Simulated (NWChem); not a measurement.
All runs are NWChem calculations. System: HCu, charge 0, spin multiplicity 1, at a geometry optimised with PBE/def2-SVP. The structure started from a generated list of species. Level: RHF/def2-TZVP.

Input file:

```
start mol
memory heap 200 mb stack 900 mb global 1100 mb
geometry units angstroms nocenter noautoz
  Cu     0.000000     0.000000     0.048775
  H      0.000000     0.000000    -1.414468
  symmetry group C2v
end
basis spherical
  * library def2-tzvp
end
scf
  rhf
  nopen 0
  maxiter 100
  thresh 1e-7
  semidirect memsize 60000000 filesize 0
end
task scf energy
```

NWChem printed:

```
             Northwest Computational Chemistry Package (NWChem) 7.3.0
             --------------------------------------------------------

                                NWChem Input Module
                                -------------------

 Scaling coordinates for geometry "geometry" by  1.889725989
 (inverse scale =  0.529177249)

 Turning off AUTOSYM since
 SYMMETRY directive was detected!

                             Geometry "geometry" -> ""
                             -------------------------

 Output coordinates in angstroms (scale by  1.889725989 to convert to a.u.)

  No.       Tag          Charge          X              Y              Z
 ---- ---------------- ---------- -------------- -------------- --------------
    1 Cu                  29.0000     0.00000000     0.00000000     0.04877500
    2 H                    1.0000     0.00000000     0.00000000    -1.41446800

 Effective nuclear repulsion energy (a.u.)      10.4877591904

            Nuclear Dipole moment (a.u.)
            ----------------------------
        X                 Y               Z
 ---------------- ---------------- ----------------
     0.0000000000     0.0000000000     0.0000132281

      Symmetry information
      --------------------

 Group name             C2v
 Group number             16
 Group order               4
 No. of unique centers     2

      Symmetry unique atoms

     1    2


 Summary of "ao basis" -> "" (spherical)
 ------------------------------------------------------------------------------
       Tag                 Description            Shells   Functions and Types
 ---------------- ------------------------------  ------  ---------------------
 *                         def2-tzvp                  on all atoms

 Summary of "ao basis" -> "ao basis" (spherical)
 ------------------------------------------------------------------------------
       Tag                 Description            Shells   Functions and Types
 ---------------- ------------------------------  ------  ---------------------
 Cu                        def2-tzvp                15       45   6s4p4d1f
 H                         def2-tzvp                 4        6   3s1p

                                 NWChem SCF Module
                                 -----------------

  ao basis        = "ao basis"
  functions       =    51
  atoms           =     2
  closed shells   =    15
  open shells     =     0
  charge          =   0.00
  wavefunction    = RHF
  use symmetry    = T
  symmetry adapt  = T

 Summary of "ao basis" -> "ao basis" (spherical)
 ------------------------------------------------------------------------------
       Tag                 Description            Shells   Functions and Types
 ---------------- ------------------------------  ------  ---------------------
 Cu                        def2-tzvp                15       45   6s4p4d1f
 H                         def2-tzvp                 4        6   3s1p

      Symmetry analysis of basis
      --------------------------

        a1         24
        a2          5
        b1         11
        b2         11

 Forming initial guess at       0.1s

      Superposition of Atomic Density Guess
      -------------------------------------

 Sum of atomic energies:       -1639.41776422

      Non-variational initial energy
      ------------------------------

 Total energy =   -1639.057045
 1-e energy   =   -2304.351046
 2-e energy   =     654.806242
 HOMO         =      -0.454590
 LUMO         =      -0.086721
[...]
         Quadratically convergent ROHF

 Convergence threshold     :          1.000E-07
 Maximum no. of iterations :          100
 Final Fock-matrix accuracy:          1.000E-09
 ----------------------------------------------

              iter       energy          gnorm     gmax       time
             ----- ------------------- --------- --------- --------
                 1    -1639.3529264457  2.04D+00  5.15D-01      0.6
                 2    -1639.4470387154  5.33D-01  1.49D-01      0.7
                 3    -1639.4649095025  4.94D-01  1.40D-01      0.7
                 4    -1639.4697111909  1.25D-01  3.44D-02      0.7
                 5    -1639.4706449831  4.55D-03  1.30D-03      0.7
                 6    -1639.4706483037  2.87D-05  8.08D-06      0.7
                 7    -1639.4706483037  4.76D-09  1.76D-09      0.7

       Final RHF  results
       ------------------

         Total SCF energy =  -1639.470648303686
      One-electron energy =  -2310.873413264265
      Two-electron energy =    660.915005770212
 Nuclear repulsion energy =     10.487759190368

        Time for solution =      0.1s

       Symmetry analysis of molecular orbitals - final
       -----------------------------------------------

  Numbering of irreducible representations:

     1 a1          2 a2          3 b1          4 b2

  Orbital symmetries:

     1 a1          2 a1          3 b2          4 b1          5 a1
     6 a1          7 a1          8 b1          9 b2         10 a1
    11 b1         12 b2         13 a1         14 a2         15 a1
    16 a1         17 a1         18 a1         19 b2         20 b1
    21 b2         22 b1         23 a1         24 a2         25 a1

             Final eigenvalues
             -----------------

              1
    1 -328.8107
    2  -40.8429
    3  -35.6413
    4  -35.6413
    5  -35.6403
    6   -5.0324
    7   -3.3469
    8   -3.3416
    9   -3.3416
   10   -0.5179
   11   -0.5088
   12   -0.5088
   13   -0.5061
   14   -0.5061
   15   -0.3351
   16    0.0268
   17    0.1982
   18    0.2300
   19    0.2363
   20    0.2363
   21    0.2657
   22    0.2657
   23    0.2677
   24    0.2677
   25    0.4048

                       ROHF Final Molecular Orbital Analysis
                       -------------------------------------

 Vector   13  Occ=2.000000D+00  E=-5.061334D-01  Symmetry=a1
              MO Center= -6.7D-30,  1.4D-29,  5.0D-02, r^2= 3.7D-01
   Bfn.  Coefficient  Atom+Function         Bfn.  Coefficient  Atom+Function
  ----- ------------  ---------------      ----- ------------  ---------------
    23      0.649219  1 Cu d  2              28      0.395593  1 Cu d  2
    33      0.215593  1 Cu d  2

 Vector   14  Occ=2.000000D+00  E=-5.061334D-01  Symmetry=a2
              MO Center= -1.0D-29, -3.4D-30,  5.0D-02, r^2= 3.7D-01
   Bfn.  Coefficient  Atom+Function         Bfn.  Coefficient  Atom+Function
  ----- ------------  ---------------      ----- ------------  ---------------
    19      0.649219  1 Cu d -2              24      0.395593  1 Cu d -2
    29      0.215593  1 Cu d -2

 Vector   15  Occ=2.000000D+00  E=-3.350992D-01  Symmetry=a1
              MO Center=  5.4D-15, -3.4D-15, -8.9D-01, r^2= 1.8D+00
   Bfn.  Coefficient  Atom+Function         Bfn.  Coefficient  Atom+Function
  ----- ------------  ---------------      ----- ------------  ---------------
     5      0.346162  1 Cu s                 48      0.308464  2 H  s
    47      0.272858  2 H  s                 21     -0.231567  1 Cu d  0

 Vector   16  Occ=0.000000D+00  E= 2.684526D-02  Symmetry=a1
              MO Center= -4.0D-17,  8.6D-17,  9.7D-01, r^2= 5.2D+00
   Bfn.  Coefficient  Atom+Function         Bfn.  Coefficient  Atom+Function
  ----- ------------  ---------------      ----- ------------  ---------------
     6      1.290631  1 Cu s                 48     -1.051553  2 H  s
    36      0.276782  1 Cu d  0

 Vector   17  Occ=0.000000D+00  E= 1.982090D-01  Symmetry=a1
              MO Center= -3.4D-15, -3.7D-15,  2.4D-02, r^2= 6.7D+00
   Bfn.  Coefficient  Atom+Function         Bfn.  Coefficient  Atom+Function
  ----- ------------  ---------------      ----- ------------  ---------------
     5      1.904620  1 Cu s                  6     -1.464451  1 Cu s
     4     -0.326462  1 Cu s                 48     -0.307307  2 H  s
    18      0.236968  1 Cu pz                36      0.230032  1 Cu d  0

 Vector   18  Occ=0.000000D+00  E= 2.300191D-01  Symmetry=a1
              MO Center= -1.5D-14, -1.0D-14,  7.7D-01, r^2= 5.4D+00
   Bfn.  Coefficient  Atom+Function         Bfn.  Coefficient  Atom+Function
  ----- ------------  ---------------      ----- ------------  ---------------
    36      1.190583  1 Cu d  0              48     -0.735123  2 H  s
     6      0.521985  1 Cu s                 18     -0.278338  1 Cu pz
     5     -0.236996  1 Cu s                 31     -0.166783  1 Cu d  0

 center of mass
 --------------
 x =   0.00000000 y =   0.00000000 z =   0.04858570

 moments of inertia (a.u.)
 ------------------
           7.584300997704           0.000000000000           0.000000000000
           0.000000000000           7.584300997704           0.000000000000
           0.000000000000           0.000000000000           0.000000000000

  Mulliken analysis of the total density
  --------------------------------------

    Atom       Charge   Shell Charges
 -----------   ------   -------------------------------------------------------
    1 Cu  29    28.67   2.00  2.00  1.20  0.78  0.49  0.15  5.99  4.77  1.23  0.11  5.51  3.24  1.14  0.04  0.00
    2 H    1     1.33   0.21  0.53  0.58  0.01

       Multipole analysis of the density wrt the origin
       ------------------------------------------------

     L   x y z        total         open         nuclear
     -   - - -        -----         ----         -------
     0   0 0 0     -0.000000      0.000000     30.000000

     1   1 0 0     -0.000000      0.000000      0.000000
     1   0 1 0      0.000000      0.000000      0.000000
     1   0 0 1      1.575818      0.000000      0.000013

     2   2 0 0    -10.272492      0.000000      0.000000
     2   1 1 0     -0.000000      0.000000      0.000000
     2   1 0 1      0.000000      0.000000      0.000000
     2   0 2 0    -10.272492      0.000000      0.000000
     2   0 1 1      0.000000      0.000000      0.000000
     2   0 0 2    -11.939177      0.000000      7.391070

 Task  times  cpu:        0.7s     wall:        0.7s

 Total times  cpu:        0.7s     wall:        0.7s
```
